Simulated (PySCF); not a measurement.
Be(tBu)(SH) (C4H10BeS), SMILES C[C](C)(C)[Be][SH].

Coordinates come from a B3LYP-D3(BJ)/def2-SVP optimisation. One conformer was computed; it need not be the lowest.

Two levels are set side by side: PBE/def2-TZVP (PySCF) and r2SCAN/def2-TZVP (PySCF). Same geometry, gas phase. Differences are taken from unrounded values.

| quantity | r2SCAN |
|---|---|
| orbital gap (eV) | 5.26 |
| highest occupied level (eV) | -6.21 |
| lowest empty level (eV) | -0.95 |
| dipole moment (D) | 0.92 |
| mean polarisability (bohr³) | 85.0 |

### Question
What does PBE give, and how far is it from r2SCAN? (An estimate is asked for; the answer gives what the named calculation found.)

### Answer

```csv
quantity,PBE,PBE minus r2SCAN
orbital gap (eV),4.67,-0.59
highest occupied level (eV),-6.00,0.21
lowest empty level (eV),-1.33,-0.38
dipole moment (D),0.86,-0.07
mean polarisability (bohr³),87.3,2.3
```

Rough cost on one machine, each run with all the roots and properties that it gave: r2SCAN against PBE about 3 times.
